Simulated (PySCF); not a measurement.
# Correlation energy of Er (erbium, neutral)

[Xe] 4f11 5d1 6s2, one real determinant (an excited configuration). Computed with PySCF 2.14 in cc-pVDZ-X2C (8s7p5d3f1g, 84 functions), with scalar relativity by spin-free X2C-1e. Frozen: [Kr] 4d10; 22 electrons correlated.

```tsv
level	correlation energy (mhartree)
CCSD	-698.95
(T)	-26.63
CCSD(T)	-725.58
```

Diagnostics: T1 = 0.018, D1 = 0.0806, largest double amplitude 0.088.

Problem. Is a single reference adequate?

Solution. Mostly. T1 lies below 0.03, but a double amplitude of this size points to a near-degeneracy that CCSD handles and MP2 describes poorly.

The reference is one real determinant that mixes LS terms of this configuration.
